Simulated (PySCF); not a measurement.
Distances in Å between the heavy atoms of a computed structure (PBE0-D3(BJ)/def2-SVP; lower triangle, same order across):
```
C1    0.00
C2    1.52  0.00
C3    2.54  1.54  0.00
C4    3.87  2.51  1.50  0.00
C5    4.67  3.35  2.54  1.49  0.00
Se6   4.97  3.63  2.86  1.77  2.86  0.00
```

Hydrogens: 3 on C1, 2 on C2, 2 on C3, 3 on C5.

Neutral, closed shell.

Question: Which heavy atoms are bonded, and with what formal order?

Answer: C1–C2 (single); C2–C3 (single); C3–C4 (single); C4–C5 (single); C4–Se6 (double). The orders are those of one drawing; other resonance forms can be drawn.

Question: Which species is it?

Answer: `CCCC(C)=[Se]`, C5H10Se.

Question: Describe the place of each heavy atom.

Answer: C1: methyl carbon; C2: chain CH2 carbon; C3: chain CH2 carbon; C4: carbon bonded to 2 C and Se; C5: methyl carbon; Se6: selenium bonded to C.

The values belong to the conformer `[CH3:1][CH2:2][CH2:3][C:4]([CH3:5])=[Se:6]`: C1–C2–C3–C4 179°, C2–C3–C4–C5 -89°.
